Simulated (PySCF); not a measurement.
Field gradients at the hydrogen positions

C6H14P (charge +1).
Z-matrix (Å and degrees, PBE0-D3(BJ)/def2-SVP geometry), rows numbered from 1:
```
C 
P   1  1.7995
C   2  1.7991  1  109.01
C   2  1.7990  1  108.96  3  -119.19
C   2  1.7836  1  111.11  3   120.26
C   5  1.5104  2  121.83  1   -35.74
C   6  1.4877  5   60.49  2   110.73
H   1  1.0992  2  110.45  3   178.31
H   1  1.0994  2  110.47  3   -60.29
H   1  1.1001  2  108.82  3    59.00
H   3  1.0998  2  109.42  1    62.36
H   3  1.0999  2  109.57  1  -178.21
H   3  1.0999  2  110.27  1   -58.04
H   4  1.1000  2  110.11  1    59.43
H   4  1.0996  2  109.57  1   -60.90
H   4  1.0998  2  109.65  1   179.46
H   5  1.0966  2  111.25  1   179.90
H   6  1.0936  5  118.99  7  -107.73
H   6  1.0924  5  116.28  7   110.10
H   7  1.0923  5  116.19  6  -110.10
H   7  1.0936  5  119.02  6   107.79
```

Level: PBE0/pcSseg-1 (PySCF, non-relativistic); Q(2H) = 0.00286 b; rigid geometry, the same for H and D, with no vibrational averaging.

Question: What are Vzz, η and χzz (234.96 MHz × Q × Vzz) at all hydrogens?

Answer: 
```
atom  bonded to  bond length (Å)  Vzz (au)     η  χzz (kHz)
  H8         C1            1.099    0.2887  0.03        194
  H9         C1            1.099    0.2884  0.03        194
 H10         C1            1.100    0.2867  0.03        193
 H11         C3            1.100    0.2868  0.03        193
 H12         C3            1.100    0.2868  0.03        193
 H13         C3            1.100    0.2870  0.03        193
 H14         C4            1.100    0.2867  0.03        193
 H15         C4            1.100    0.2872  0.03        193
 H16         C4            1.100    0.2869  0.03        193
 H17         C5            1.097    0.2924  0.13        197
 H18         C6            1.094    0.3009  0.07        202
 H19         C6            1.092    0.2991  0.07        201
 H20         C7            1.092    0.2992  0.07        201
 H21         C7            1.094    0.3008  0.07        202
```

Geometry: PBE0-D3(BJ)/def2-SVP; no solvent, vibrations or thermal averaging. With a basis this small, the couplings can be 20 % off.

These values come from a run that also computed NMR shieldings. On one thread, Arm Neoverse V2 (aarch64), shared host with 96 logical CPUs at a one-minute load of 84, this took 34 s wall and 0.91 GiB of memory at its peak.
